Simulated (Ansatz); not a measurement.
Relaxation of GeH5NOSe (9 atoms, charge 0, multiplicity 1), to a largest force component of 0.015 eV/Å in at most 40 steps.

These are results of Ansatz 0.2.0, RKS r2SCAN-D4/def2-SVP, not measurements.

```xyz
9
Properties=species:S:1:pos:R:3
N -0.575 1.175 0.825
Ge 0.261 0.030 -0.318
O 1.508 -0.820 0.586
Se -1.199 -1.524 -1.173
H 0.082 1.925 1.095
H -1.328 1.737 0.226
H 0.934 0.821 -1.485
H 2.004 -1.403 -0.071
H -1.599 -1.988 0.298
```

Q: Where does it end, and by what steps?

A: The forces met the threshold. After 7 steps the energy has fallen by 0.476 eV; H7 moved furthest, 0.31 Å.

```csv
step,energy less start (eV),largest force component (eV/Å),accepted
0,0.0000,2.020,yes
1,-0.3876,0.986,yes
2,-0.4185,0.785,yes
3,-0.4507,0.585,yes
4,-0.4621,0.259,yes
5,-0.4717,0.114,yes
6,-0.4748,0.231,yes
7,-0.4765,0.011,yes
```

```xyz
9
Properties=species:S:1:pos:R:3
N -0.547 1.120 0.756
Ge 0.289 0.024 -0.428
O 1.580 -0.638 0.601
Se -1.284 -1.555 -1.182
H 0.083 1.740 1.264
H -1.325 1.655 0.379
H 0.907 0.617 -1.716
H 2.155 -1.246 0.118
H -1.770 -1.763 0.191
```

Run time: 19 s on 2 threads of Intel(R) Xeon(R) 6975P-C (Granite Rapids) (shared host), peak memory 0.21 GiB.
